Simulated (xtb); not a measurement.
xtb input (GFN2-xTB):

```bash
xtb mol.xyz --gfn 2 --ohess tight --chrg 1 --uhf 0
```
mol.xyz:
```
3

I     -1.97861944    -0.04287899     0.04409853
B      0.03774680    -0.01877418     0.02518574
I      1.98462221     0.06359502    -0.00670135
```

Output:

```
           -------------------------------------------------
          |                Calculation Setup                |
           -------------------------------------------------

           -------------------------------------------------
          |                 G F N 2 - x T B                 |
           -------------------------------------------------

        Reference                      10.1021/acs.jctc.8b01176
      * Hamiltonian:
        H0-scaling (s, p, d)           1.850000    2.230000    2.230000
        zeta-weighting                 0.500000
      * Dispersion:
        s8                             2.700000
        a1                             0.520000
        a2                             5.000000
        s9                             5.000000
      * Repulsion:
        kExp                           1.500000    1.000000
        rExp                           1.000000
      * Coulomb:
        alpha                          2.000000
        third order                    shell-resolved
        anisotropic                    true
        a3                             3.000000
        a5                             4.000000
        cn-shift                       1.200000
        cn-exp                         4.000000
        max-rad                        5.000000

          ...................................................
          :                      SETUP                      :
          :.................................................:
          :  # basis functions                  24          :
          :  # atomic orbitals                  22          :
          :  # shells                            8          :
          :  # electrons                        16          :
          :  max. iterations                   250          :
          :  Hamiltonian                  GFN2-xTB          :
          :  restarted?                      false          :
          :  GBSA solvation                  false          :
          :  PC potential                    false          :
          :  electronic temp.          300.0000000     K    :
          :  accuracy                    1.0000000          :
          :  -> integral cutoff          0.2500000E+02      :
          :  -> integral neglect         0.1000000E-07      :
          :  -> SCF convergence          0.1000000E-05 Eh   :
          :  -> wf. convergence          0.1000000E-03 e    :
          :  Broyden damping             0.4000000          :
          :  net charge                          1          :
          :  unpaired electrons                  0          :
          ...................................................

 iter      E             dE          RMSdq      gap      omega  full diag
   1     -8.0592257 -0.805923E+01  0.121E+01    5.32       0.0  T
   2     -7.0150416  0.104418E+01  0.212E+01    1.78       1.0  T
   3     -8.4306545 -0.141561E+01  0.713E+00    3.63       1.0  T
   4     -8.4356303 -0.497582E-02  0.335E+00    3.73       1.0  T
   5     -8.4374824 -0.185210E-02  0.224E+00    3.70       1.0  T
   6     -8.4367197  0.762727E-03  0.969E-01    3.73       1.0  T
[...]
molecular quadrupole (traceless):
                xx          xy          yy          xz          yz          zz
 q only:        8.524       0.344      -4.260      -0.162      -0.004      -4.265
  q+dip:        5.453       0.220      -2.725      -0.103      -0.003      -2.728
   full:        4.552       0.184      -2.275      -0.086      -0.002      -2.277

           -------------------------------------------------
          |                Geometry Summary                 |
           -------------------------------------------------

      molecular mass/u    :      264.6199718
   center of mass at/Å    :        0.0145846       0.0006472       0.0208609
  moments of inertia/u·Å² :        0.3953929E-12   0.9918418E+03   0.9918418E+03
rotational constants/cm⁻¹ :        0.4263514E+14   0.1699629E-01   0.1699629E-01

 * 2 selected distances

     #   Z          #   Z                                           value/Å
     1  53 I        2   5 B                                       1.9768183 (min)
     2   5 B        3  53 I                                       1.9768273 (max)

 * 1 distinct bonds (by element types)

   Z      Z             #   av. dist./Å        max./Å        min./Å
   5 B   53 I           2     1.9768228     1.9768273     1.9768183

           -------------------------------------------------
          |               Frequency Printout                |
           -------------------------------------------------
 vibrational frequencies (cm⁻¹)
eigval :        0.00     0.00     0.00     0.00     0.00   196.37
eigval :      196.39   262.84  1248.56
 reduced masses (amu)
   1:122.16   2:122.16   3:122.16   4:126.90   5:126.90   6: 15.55   7: 15.55   8:126.90
   9: 15.56
 IR intensities (km·mol⁻¹)
   1:  3.54   2:  3.68   3:  3.68   4:  0.00   5:  0.00   6: 48.36   7: 48.33   8:  0.00
   9:213.93
 Raman intensities (Ä⁴*amu⁻¹)
   1:  0.00   2:  0.00   3:  0.00   4:  0.00   5:  0.00   6:  0.00   7:  0.00   8:  0.00
   9:  0.00
 output can be read by thermo (or use thermo option).
 writing <g98.out> molden fake output.
 recommended (thermochemical) frequency scaling factor: 1.0
           -------------------------------------------------
          |             Thermodynamic Functions             |
           -------------------------------------------------

din symmetry found (for desy threshold:  0.10E+00) used in thermo

          ...................................................
          :                      SETUP                      :
          :.................................................:
          :  # frequencies                           4      :
          :  # imaginary freq.                       0      :
          :  linear?                              true      :
          :  only rotor calc.                    false      :
          :  symmetry                              din      :
          :  rotational number                       2      :
          :  scaling factor                  1.0000000      :
          :  rotor cutoff                   50.0000000 cm⁻¹ :
          :  imag. cutoff                  -20.0000000 cm⁻¹ :
          :.................................................:

    mode    ω/cm⁻¹     T·S(HO)/kcal·mol⁻¹    T·S(FR)/kcal·mol⁻¹   T·S(vib)
   ------------------------------------------------------------------------
Note: The following floating-point exceptions are signalling: IEEE_DENORMAL
normal termination of xtb
       1    196.37    -0.64604 ( 99.58%)    -0.65126 (  0.42%)    -0.64606
       2    196.39    -0.64599 ( 99.58%)    -0.65123 (  0.42%)    -0.64601
       3    262.84    -0.48980 ( 99.87%)    -0.56490 (  0.13%)    -0.48990
   ------------------------------------------------------------------------

   temp. (K)  partition function   enthalpy   heat capacity  entropy
                                   cal/mol     cal/K/mol   cal/K/mol   J/K/mol
 298.15  VIB   3.72                 1013.667      5.598      6.011
         ROT  0.610E+04              592.502      1.987     19.307
         INT  0.227E+05             1606.169      7.585     25.318
         TR   0.416E+28             1481.254      4.968     42.599
         TOT                        3087.4227    12.5535    67.9172   284.1655

       T/K    H(0)-H(T)+PV         H(T)/Eh          T*S/Eh         G(T)/Eh
   ------------------------------------------------------------------------
    298.15    0.492012E-02    0.925811E-02    0.322696E-01   -0.230115E-01
   ------------------------------------------------------------------------

         :::::::::::::::::::::::::::::::::::::::::::::::::::::
         ::                  THERMODYNAMIC                  ::
         :::::::::::::::::::::::::::::::::::::::::::::::::::::
         :: total free energy          -8.415176813423 Eh   ::
         ::.................................................::
         :: total energy               -8.392165280161 Eh   ::
         :: zero point energy           0.004337990589 Eh   ::
         :: G(RRHO) w/o ZPVE           -0.027349523852 Eh   ::
         :: G(RRHO) contrib.           -0.023011533263 Eh   ::
         :::::::::::::::::::::::::::::::::::::::::::::::::::::

optimized geometry written to: xtbopt.xyz

           -------------------------------------------------
          | TOTAL ENERGY               -8.392165280161 Eh   |
          | TOTAL ENTHALPY             -8.382907168249 Eh   |
          | TOTAL FREE ENERGY          -8.415176813423 Eh   |
          | GRADIENT NORM               0.000006417673 Eh/α |
          | HOMO-LUMO GAP               3.769706919244 eV   |
           -------------------------------------------------

------------------------------------------------------------------------
------------------------------------------------------------------------
 total:
 SCF:
 ANC optimizer:
 analytical hessian:
```
